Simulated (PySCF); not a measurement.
HS, charge -1, singlet, geometry from GFN2-xTB; MP2/def2-SVP in PySCF.

Input for PySCF:
```python
from pyscf import gto, scf, mp

mol = gto.M(
    atom='''
S    -0.00000000   -0.00000000   -0.07863597
H     0.00000000    0.00000000    1.25817552
''',
    basis='def2-svp',
    charge=-1,
    verbose=4,
)

mf = scf.RHF(mol)
mf.kernel()

pt = mp.MP2(mf, frozen=5)
pt.kernel()
print('E(MP2) = %.10f' % pt.e_tot)
```

The log (banner, timings and long lists left out):

```
PySCF version 2.14.0

[INPUT] verbose = 4
[INPUT] num. atoms = 2
[INPUT] num. electrons = 18
[INPUT] charge = -1
[INPUT] spin (= nelec alpha-beta = 2S) = 0
[INPUT] symmetry False subgroup None
[INPUT] Mole.unit = angstrom
[INPUT] Symbol           X                Y                Z      unit          X                Y                Z       unit  Magmom
[INPUT]  1 S      0.000000000000   0.000000000000  -0.078635970000 AA    0.000000000000   0.000000000000  -0.148600446840 Bohr   0.0
[INPUT]  2 H      0.000000000000   0.000000000000   1.258175520000 AA    0.000000000000   0.000000000000   2.377607149432 Bohr   0.0

nuclear repulsion = 6.33360457929637
number of shells = 11
number of NR pGTOs = 43
number of NR cGTOs = 23
basis = def2-svp
ecp = {}

******** <class 'pyscf.scf.hf.RHF'> ********
method = RHF
initial guess = minao
damping factor = 0
level_shift factor = 0
DIIS = <class 'pyscf.scf.diis.CDIIS'>
diis_start_cycle = 1
diis_space = 8
diis_damp = 0
SCF conv_tol = 1e-09
SCF conv_tol_grad = None
SCF max_cycles = 50
direct_scf = True
direct_scf_tol = 1e-13
Set gradient conv threshold to 3.16228e-05
Initial guess from minao.
init E= -397.697562009658
  HOMO = -0.296669063806934  LUMO = 0.126725803655798  gap/eV = 11.52116
cycle= 1 E= -397.928804527393  delta_E= -0.231  |g|= 0.336  |ddm|= 1.15
  HOMO = 0.0136094168992743  LUMO = 0.442771373809633  gap/eV = 11.67809
cycle= 2 E= -397.965471897395  delta_E= -0.0367  |g|= 0.11  |ddm|= 0.794
  HOMO = -0.0411854104983073  LUMO = 0.441227267351357  gap/eV = 13.12712
cycle= 3 E= -397.968485152307  delta_E= -0.00301  |g|= 0.0151  |ddm|= 0.138
  HOMO = -0.0447119212882272  LUMO = 0.443494900204061  gap/eV = 13.28478
cycle= 4 E= -397.968639900381  delta_E= -0.000155  |g|= 0.00354  |ddm|= 0.0372
  HOMO = -0.0448175106992265  LUMO = 0.444163054416858  gap/eV = 13.30584
cycle= 5 E= -397.968649518519  delta_E= -9.62e-06  |g|= 0.000435  |ddm|= 0.0113
  HOMO = -0.0449140596449315  LUMO = 0.44408700508443  gap/eV = 13.30640
cycle= 6 E= -397.96864964191  delta_E= -1.23e-07  |g|= 0.000117  |ddm|= 0.00118
  HOMO = -0.0449164990222725  LUMO = 0.444109476516444  gap/eV = 13.30707
cycle= 7 E= -397.968649649479  delta_E= -7.57e-09  |g|= 7.54e-06  |ddm|= 0.000299
  HOMO = -0.0449179972838163  LUMO = 0.444110054935239  gap/eV = 13.30713
cycle= 8 E= -397.968649649524  delta_E= -4.51e-11  |g|= 1.3e-06  |ddm|= 3.04e-05
  HOMO = -0.0449183161654012  LUMO = 0.444110037945095  gap/eV = 13.30714
Extra cycle  E= -397.968649649526  delta_E= -1.14e-12  |g|= 4.35e-07  |ddm|= 3.12e-06
converged SCF energy = -397.968649649526

******** <class 'pyscf.mp.mp2.RMP2'> ********
nocc = 4, nmo = 18
frozen orbitals 5
E(RMP2) = -398.100428638087  E_corr = -0.131778988561297
E(SCS-RMP2) = -398.100209449114  E_corr = -0.131559799588377
E_corr(same-spin) = -0.0306634461752067
E_corr(oppo-spin) = -0.10111554238609
E(MP2) = -398.1004286381
```
